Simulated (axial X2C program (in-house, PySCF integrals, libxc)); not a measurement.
**GeH⁺: nuclear properties from DFT to coupled cluster**

Computed with an in-house all-electron X2C program for linear molecules (integrals from PySCF): two-component X2C with atomic mean-field Coulomb and Gaunt terms, Gaussian nuclei, basis Ge dyall-acv3z, H dyall-av3z with contracted cores.

R = 1.585 Å (near the PBE0 minimum at charge 1 of the determinant lowest at the starting distance; the state shown can have its own minimum elsewhere); state Ω = 0 (closed shell).

| level | qzz Ge (a.u.) | qzz H (a.u.) |
| --- | --- | --- |
| PBE0 | -7.55 | 0.09 |
| HF | -7.33 | 0.10 |
| B3LYP | -7.56 | 0.09 |

qzz is the electric field gradient, eQq0 = 234.96 MHz × Q/barn × qzz. The operators were transformed with the bare-nucleus X2C matrices; with these basis sets, hyperfine constants and field gradients can be off by tens of per cent, and where levels differ in sign neither size nor sign is settled.

Finite-field MP2, CCSD and CCSD(T), with 14 electrons correlated in 130 natural virtual spinors (MP2 remainder added):

```csv
level,qzz Ge (a.u.),qzz H (a.u.)
MP2,-7.48,0.10
CCSD,-7.26,0.10
CCSD(T),-7.23,0.10
```

T1 = 0.011 (Lee–Taylor). One unrestricted determinant, the lowest of a limited PBE0 search, is the reference; the functionals treat spin collinearly. Correlation of the inner shells is missing, which matters for properties at the nucleus. Number of frozen shells: Ge 3 s, 2 p; H none.

Q: By how much does correlation change each value, CCSD(T) against HF?

A: qzz Ge -1 %; qzz H 0 %.
